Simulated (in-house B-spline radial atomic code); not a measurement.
Spin-orbit splittings of orbital energies (j = l + 1/2 less j = l - 1/2) and ratios of mean radii (lower j over upper j) along the 13-electron series, configuration [Ne] 3s2 3p1. Computed with a B-spline radial code for spherical atoms: Dirac-Hartree-Fock, average of the configuration, finite nuclei.

| ion | Z | splitting of 3p (eV) | radius ratio of 3p | splitting of 2p (eV) | radius ratio of 2p |
| --- | --- | --- | --- | --- | --- |
| Tc30+ | 43 | 29.099 | 0.98151 | 122.73 | 0.96615 |
| Ru31+ | 44 | 32.426 | 0.98059 | 135.88 | 0.9645 |
| Rh32+ | 45 | 36.038 | 0.97964 | 150.08 | 0.96281 |
| Pd33+ | 46 | ? | ? | ? | ? |
| Ag34+ | 47 | 44.185 | 0.97768 | 181.94 | 0.95929 |
| Cd35+ | 48 | ? | ? | ? | ? |
| In36+ | 49 | 53.686 | 0.97561 | 218.81 | 0.95559 |

(1) Fill in the row of Pd33+.

(2) Fill in the row of Cd35+.

(3) With what power of Z does the column «splitting of 2p (eV)» change over this range?

Answers

(1) splitting of 3p (eV): 39.952; radius ratio of 3p: 0.97868; splitting of 2p (eV): 165.42; radius ratio of 2p: 0.96107.

(2) splitting of 3p (eV): 48.756; radius ratio of 3p: 0.97666; splitting of 2p (eV): 199.71; radius ratio of 2p: 0.95747.

(3) A fit of the logarithm of its size against log Z from Z = 43 to 49 has slope 4.43. An unscreened hydrogenic electron would give 4 at low Z; screening makes the apparent power larger near the neutral end, and relativity raises it again at high Z.
